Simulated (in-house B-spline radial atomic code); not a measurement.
Mg⁸⁺. Computed with a B-spline radial atomic code. Model: all-electron spherical atom, spin shells full or empty, radial basis limit, no spin-orbit coupling: exact exchange with a local potential (Slater, KLI or optimised effective potential, whose far tail is KLI's), no correlation.

The run also made RPA and GW results, which its time includes.

The Slater potential averages the orbital exchange potentials with the orbital densities as weights, KLI adds orbital constants, and the optimised effective potential minimises the exact-exchange energy among local potentials. So their energies lie above Hartree-Fock in the order OEP, KLI, Slater. All fall off as −1/r, unlike LDA and GGA exchange.

Command:
```bash
python run_gw.py task.json out
```
Settings (nuclear radius in fm, other lengths in bohr, energies in hartree):
```
Z                      12
electrons              4
configuration          [He] 2s2
hamiltonian            x2c
method                 slater
lmax                   9
rms_radius             3.057
spin_polarised         False
box_radius             7.7
intervals              99
ion_configuration      [He] 2s1
```

Time taken, with all properties: 5.2 s on 1 thread of Arm Neoverse N1 (shared host).

Given: hamiltonian one-electron scalar X2C; mean-field start Slater potential.

Computed: energy above Hartree-Fock 11.91 millihartree.

| radius (bohr) | r times exchange potential (hartree bohr) |
| --- | --- |
| 0.00417 | -0.050865 |
| 0.00491 | -0.059853 |
| 0.00578 | ? |
| 0.00681 | -0.08284 |
| 0.00801 | -0.097275 |
| 0.00944 | -0.11439 |
| 0.0111 | -0.13411 |
| 0.0131 | -0.15764 |
| 0.0154 | -0.18434 |
| 0.0182 | -0.2163 |
| 0.0214 | ? |
| 0.0252 | -0.29315 |
| 0.0297 | -0.34002 |
| 0.0349 | -0.39154 |
| 0.0411 | -0.44916 |
| 0.0484 | -0.51164 |
| 0.057 | -0.57796 |
| 0.0672 | -0.64689 |
| 0.0791 | -0.71513 |
| 0.0932 | -0.78107 |
| 0.11 | -0.84195 |
| 0.129 | -0.89199 |
| 0.152 | -0.9306 |
| 0.179 | -0.94727 |
| 0.211 | -0.92135 |
| 0.249 | -0.82907 |
| 0.293 | -0.72448 |
| 0.345 | -0.7048 |
| 0.406 | -0.75735 |
| 0.478 | -0.82962 |
| 0.563 | -0.89494 |
| 0.663 | -0.94357 |
| 0.781 | -0.97428 |
| 0.92 | -0.99036 |
| 1.08 | -0.99706 |
| 1.28 | -0.99938 |
| 1.5 | -0.99989 |

Problem. What belongs in the row 0.00578?

Solution. r times exchange potential (hartree bohr): -0.070393.

Problem. What belongs in the row 0.0214?

Solution. r times exchange potential (hartree bohr): -0.25199.

```
occupied  level (hartree)  Hartree-Fock level (hartree)
      1s          -60.363                       -60.586
      2s          -12.049                       -11.916
```

```csv
empty,level (hartree)
2p,-11.36
3s,-5.0156
3p,-4.8139
3d,?
4s,-2.7417
4p,-2.659
```

Problem. What belongs in the row 3d?

Solution. level (hartree): -4.5526.
